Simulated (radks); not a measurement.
Problem. Valence configurations of Ce II (all share [Xe]). All-electron calculation, Dirac Kohn-Sham, PBE, spin-unpolarised, spherical densities, finite nucleus; open shells fill j = l - 1/2 first; Fermi nuclear charge, rms radius 4.8771 fm. Program: a radial shooting solver on a logarithmic mesh with Libxc functionals. Order these by energy: 4f1 5d1.5 6s0.5; 5d2 6s1; 4f1 5d1 6p1; 4f1 5d2; 4f0.5 5d2.5; 4f1 6p2; 4f1.5 5d1.5; 4f1 5d1 6s1; 5d3; 5d1.5 6s0.5 6p1.

Solution. From the lowest, in eV above it: 4f1.5 5d1.5 0.000; 4f1 5d1.5 6s0.5 0.390; 4f1 5d1 6s1 0.421; 4f1 5d2 0.484; 4f0.5 5d2.5 2.042; 4f1 5d1 6p1 3.257; 5d3 4.810; 5d2 6s1 5.519; 4f1 6p2 7.043; 5d1.5 6s0.5 6p1 9.262. NIST lists [Xe] 4f1 5d2 as the ground configuration; this level of theory puts 4f1.5 5d1.5 lower, by 0.484 eV. The energies are those of spherical spin-averaged densities, not of single terms.
